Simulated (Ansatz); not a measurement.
Geometry optimisation, DFT PBE-D3(BJ), scalar-relativistic, plane waves, PAW in Ansatz.

The input (input.yaml):

```yaml
crystal:
  lattice:
    - [4.58, 0.0, 0.0]
    - [3.435, 5.949595, 0.0]
    - [0.0, 0.0, 15.58843]
  atoms:
    - { symbol: Be, position: [0.0, 0.0, 0.0641501] }
    - { symbol: Be, position: [0.5, 0.0, 0.0641501] }
    - { symbol: Be, position: [0.0, 0.3333333, 0.0641501] }
    - { symbol: Be, position: [0.5, 0.3333333, 0.0641501] }
    - { symbol: Be, position: [0.0, 0.6666667, 0.0641501] }
    - { symbol: Be, position: [0.5, 0.6666667, 0.0641501] }
    - { symbol: Be, position: [-0.1666667, 0.2222222, 0.1792493] }
    - { symbol: Be, position: [0.3333333, 0.2222222, 0.1792493] }
    - { symbol: Be, position: [-0.1666667, 0.5555556, 0.1792493] }
    - { symbol: Be, position: [0.3333333, 0.5555556, 0.1792493] }
    - { symbol: Be, position: [-0.1666667, 0.8888889, 0.1792493] }
    - { symbol: Be, position: [0.3333333, 0.8888889, 0.1792493] }
    - { symbol: Be, position: [0.0, 0.0, 0.2943484] }
    - { symbol: Be, position: [0.5, 0.0, 0.2943484] }
    - { symbol: Be, position: [0.0, 0.3333333, 0.2943484] }
    - { symbol: Be, position: [0.5, 0.3333333, 0.2943484] }
    - { symbol: Be, position: [0.0, 0.6666667, 0.2943484] }
    - { symbol: Be, position: [0.5, 0.6666667, 0.2943484] }
    - { symbol: F, position: [0.1650724, 0.1257405, 0.3552911] }
basis:
  ecutwfc: 420.0
kpoints:
  mp_grid: { grid: [5, 4, 1] }
hamiltonian:
  xc: pbe
  dispersion: d3bj
scf:
  occupations: { method: gaussian, width: 0.15 }
  lower_state_search: "off"
relax:
  f_tol: 0.03
  max_steps: 60
  adjacent_minimum: "off"
  constraints: [{ sites: [0, 1, 2, 3, 4, 5] }]
```

Command:

```bash
$ ansatz run input.yaml --threads 1 --pin off --max-ram 3072MiB --backend cpu --events-out ev --progress --plain --runs-dir out
```

Where does it end, and by what steps?

It converged. Limits of this set-up: coarse k mesh, thin slab, slab without dipole correction, odd electron count without spin. After 5 steps the energy has fallen by 0.426 eV; F19 moved furthest, 0.27 Å.

```csv
step,energy less start (eV),largest force component (eV/Å),accepted
0,0.0000,2.150,yes
1,-0.3141,1.228,yes
2,-0.4041,0.342,yes
3,-0.4207,0.131,yes
4,-0.4236,0.065,yes
5,-0.4260,0.019,yes
```

```xyz
19
Lattice="4.5800 0.0000 0.0000 3.4350 5.9496 0.0000 0.0000 0.0000 15.5884" Properties=species:S:1:pos:R:3
Be 0.000 0.000 1.000
Be 2.290 0.000 1.000
Be 1.145 1.983 1.000
Be 3.435 1.983 1.000
Be 2.290 3.966 1.000
Be 4.580 3.966 1.000
Be 0.025 1.328 2.829
Be 2.254 1.281 2.827
Be 1.155 3.278 2.778
Be 3.432 3.360 2.751
Be 2.278 5.309 2.773
Be 4.600 5.288 2.857
Be -0.027 -0.014 4.693
Be 2.330 0.021 4.690
Be 1.161 2.016 4.676
Be 3.410 2.050 4.466
Be 2.287 3.965 4.606
Be 4.573 3.867 4.531
F 1.124 0.630 5.771
```

Time of the run: 66 s on 1 thread of Arm Neoverse V1, with other jobs on the host, peak memory 0.54 GiB.
